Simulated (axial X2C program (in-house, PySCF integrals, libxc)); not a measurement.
What spin–orbit coupling does to BeSe⁻

All values were computed with an axial X2C code built on PySCF integrals. Spin-free means the one-electron spin-free X2C Hamiltonian; two-component (2c) means X2C with spin–orbit coupling and atomic mean-field two-electron Coulomb and Gaunt terms, so the difference of the two also holds small scalar two-electron terms. Basis: Se dyall-acv3z [9s10p7d5f1g], Be dyall-av3z [9s9p4d2f] (cores contracted in-house); Gaussian nuclei, density fitting, unrestricted open shells. Masses: Se 79.917 u, Be 9.012 u.

Spin-free state: M_S = 1/2, Λ = 0 (beyond evenly filled blocks: σα); fragments Se- + Be.

```json
{"level": "PBE0", "Re (Å)": "1.936", "ωe (cm⁻¹)": "757.2", "De (eV)": "3.392", "μ (D)": "-2.43"}
{"level": "HF", "Re (Å)": "1.943", "ωe (cm⁻¹)": "772.6", "De (eV)": "2.622", "μ (D)": "-1.63"}
{"level": "MP2", "Re (Å)": "1.947", "ωe (cm⁻¹)": "761.1", "De (eV)": "3.367", "μ (D)": "n/a"}
{"level": "CCSD", "Re (Å)": "1.944", "ωe (cm⁻¹)": "760.9", "De (eV)": "2.866", "μ (D)": "n/a"}
{"level": "CCSD(T)", "Re (Å)": "1.950", "ωe (cm⁻¹)": "750.5", "De (eV)": "3.010", "μ (D)": "n/a"}
{"level": "PBE", "Re (Å)": "1.948", "ωe (cm⁻¹)": "732.5", "De (eV)": "3.472", "μ (D)": "-2.75"}
```

Correlated methods: 9 electrons correlated (number of frozen shells: Se 3 s, 2 p, 1 d; Be 1 s), 255 virtual spin orbitals or spinors in MP2, 89 natural virtuals in coupled cluster.

Dipoles are positive if Be is the positive end and refer to the centre of mass.

Two-component determinant lowest at the distance of the search:

Ω = 1/2 (⟨Sz⟩ = 0.50, ⟨Lz⟩ = 0.00 at HF); fragments Se- + Be.

```json
{"level": "PBE0", "Re (Å)": "1.936", "ωe (cm⁻¹)": "756.4", "De (eV)": "3.356", "μ (D)": "-2.44"}
{"level": "HF", "Re (Å)": "1.943", "ωe (cm⁻¹)": "771.7", "De (eV)": "2.530", "μ (D)": "-1.64"}
{"level": "MP2", "Re (Å)": "1.947", "ωe (cm⁻¹)": "760.5", "De (eV)": "3.283", "μ (D)": "n/a"}
{"level": "CCSD", "Re (Å)": "1.945", "ωe (cm⁻¹)": "760.1", "De (eV)": "2.784", "μ (D)": "n/a"}
{"level": "CCSD(T)", "Re (Å)": "1.951", "ωe (cm⁻¹)": "749.6", "De (eV)": "2.924", "μ (D)": "n/a"}
{"level": "PBE", "Re (Å)": "1.949", "ωe (cm⁻¹)": "731.6", "De (eV)": "3.436", "μ (D)": "-2.76"}
```

Q: From the two tables, how do the constants change at the CCSD(T) level (2c against spin-free)?

A: At the CCSD(T) level Re is unchanged within 0.001 Å and ωe goes down by 0.9 cm⁻¹; De changes by -0.086 eV.

The state is a single determinant with fixed occupations, the lowest that a limited PBE0 search found. Dissociation energies refer to the lowest single-determinant-based atoms at the same level and basis. Density functionals use the spin component along the axis (collinear). CCSD and (T) use frozen natural virtuals with an MP2 correction for the truncation; (T) itself is uncorrected, so its De runs slightly low. The functionals have no current-density term, which raises determinants with orbital currents, atoms included. The highest occupied level of some functionals is positive through self-interaction error; at Hartree–Fock it is bound. Hartree–Fock gets electron affinities wrong, so its lowest charge split need not be the true one.
